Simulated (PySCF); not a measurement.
C₄H₇O, SMILES CC(=O)[CH]C, multiplicity 2. Atoms are numbered in the order given.

```xyz
12

C      0.0976    -2.0450     0.0000
C      0.6817    -0.6827     0.0000
C     -0.1457     0.5072     0.0000
C      0.5584     1.8542     0.0000
O     -1.3760     0.4282     0.0000
H     -0.9994    -1.9882     0.0000
H      0.4317    -2.6225    -0.8822
H      0.4317    -2.6225     0.8822
H      1.7710    -0.5650     0.0000
H      1.2052     1.9570     0.8870
H     -0.1903     2.6567     0.0000
H      1.2052     1.9570    -0.8870
```
Charge 0, spin multiplicity 2.

Coordinates come from a B3LYP-D3(BJ)/def2-SVP optimisation. The isomer is the one that the SMILES or the coordinates give; other isomers of the formula were not compared. Other conformers were not sampled.

The numbers are results of ωB97X/def2-TZVP (PySCF), not measurements.

Gas-phase values at a fixed geometry.

```
Item                                                                                                             Value
---------------------------------------------------------------------------------------------  -----------------------
total energy                                                                                        -231.84428 hartree
point group                                                                                                         Cs
α spin, highest occupied and lowest empty level                                                      -9.13 and 2.76 eV
β spin, highest occupied and lowest empty level                                                     -9.65 and -0.76 eV
dipole moment                                                                                                0.651 e·Å
quadrupole, principal values (traceless, Buckingham form, about the centre of nuclear charge)    -5.09, 0.14, 4.95 D·Å
mean static polarisability                                                                        51.7 bohr³ (7.67 Å³)
polarisability, principal values                                                                39.0, 53.5, 62.7 bohr³
⟨S²⟩                                                                                           0.767 (pure state 0.75)
```
